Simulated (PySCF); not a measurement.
B(H)(OH)(SiH3) (BH5OSi), SMILES B([SiH3])O.

Geometry optimised at B3LYP-D3(BJ)/def2-TZVP. Other conformers were not sampled.

The numbers are results of PySCF with M06-2X/def2-TZVPD, not measurements.

Gas-phase values at a fixed geometry.

```json
{
  "total_energy": "-392.57580 hartree",
  "point_group": "Cs",
  "highest_occupied_level": "-9.05 eV",
  "lowest_empty_level": "-0.25 eV",
  "orbital_gap": "8.80 eV",
  "dipole_moment": "1.12 D",
  "quadrupole, principal values (traceless, Buckingham form, about the centre of nuclear charge)": "-6.33, 1.55, 4.79 D·Å",
  "mean_static_polarisability": "49.2 bohr³ (7.28 Å³)",
  "polarisability_principal_values": "42.3, 49.0, 56.2 bohr³"
}
```
